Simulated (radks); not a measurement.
Task: The chromium ion Cr+, 23 electrons, occupied as [Ar] 3d5. Calculated with a radial shooting solver on a logarithmic mesh with Libxc functionals: scalar-relativistic Kohn-Sham, Wu-Cohen GGA, spin-polarised, spherical densities, finite nucleus; open shells are filled with parallel spins first; Fermi nuclear charge, rms radius 3.6452 fm. Some entries of the table are withheld. Estimate them.

orbital  occ.  eigenvalue (hartree)  <r^2> (bohr^2)  <r> (bohr)
1s down     1             -216.2636        0.005436     0.06358
1s up       1             -216.2626        0.005436     0.06358
2s up       1             -24.73638          0.1018      0.2935
2s down     1             -24.67519          0.1015      0.2931
2p up       3                   (1)         0.08336      0.2602
2p down     3                   (2)         0.08298      0.2596
3s up       1              -3.00989          0.9453      0.9042
3s down     1              -2.84618          0.9475      0.9051
3p up       3              -1.96658           1.110      0.9687
3p down     3              -1.80436           1.116      0.9710
3d up       5              -0.40264           2.562       1.381

Result: 
(1) 2p up eigenvalue (hartree): -20.83414
(2) 2p down eigenvalue (hartree): -20.78721
